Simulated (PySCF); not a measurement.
C4H7FO, SMILES C[C@@]1(O)C[C@H]1F.

Coordinates come from a B3LYP-D3(BJ)/def2-SVP optimisation. The structure was generated by enumeration; whether it is a known compound was not checked. Other conformers were not sampled.

The numbers are results of PySCF with TDDFT-PBE/def2-SVPD, not measurements.

Vertical excitations. Isolated molecule, no solvent.

Give excitation energies, oscillator strengths and character. (An estimate is asked for; the answer gives what the named calculation found.)


```tsv
state	energy (eV)	λ (nm)	f	main pairs
S1	6.10	203	0.012	HOMO→LUMO 100 %
S2	6.43	193	0.041	HOMO−1→LUMO 99 %
S3	6.74	184	0.009	HOMO→LUMO+1 99 %
S4	7.06	176	0.008	HOMO−1→LUMO+1 98 %
S5	7.21	172	0.007	HOMO→LUMO+2 96 %
S6	7.30	170	0.003	HOMO→LUMO+3 96 %
S7	7.52	165	0.014	HOMO−1→LUMO+2 96 %
S8	7.57	164	0.008	HOMO−1→LUMO+3 61 %, HOMO−2→LUMO 38 %
S9	7.61	163	0.021	HOMO−2→LUMO 58 %, HOMO−1→LUMO+3 36 %
S10	7.66	162	0.034	HOMO→LUMO+4 93 %
T1	5.95	209	0	HOMO→LUMO 99 %
T2	6.25	198	0	HOMO−1→LUMO 99 %
T3	6.58	189	0	HOMO→LUMO+1 98 %
T4	6.83	182	0	HOMO−1→LUMO+1 97 %
```
Triplets are in the Tamm–Dancoff approximation, which puts them higher than full response would, so one can lie above its singlet here.
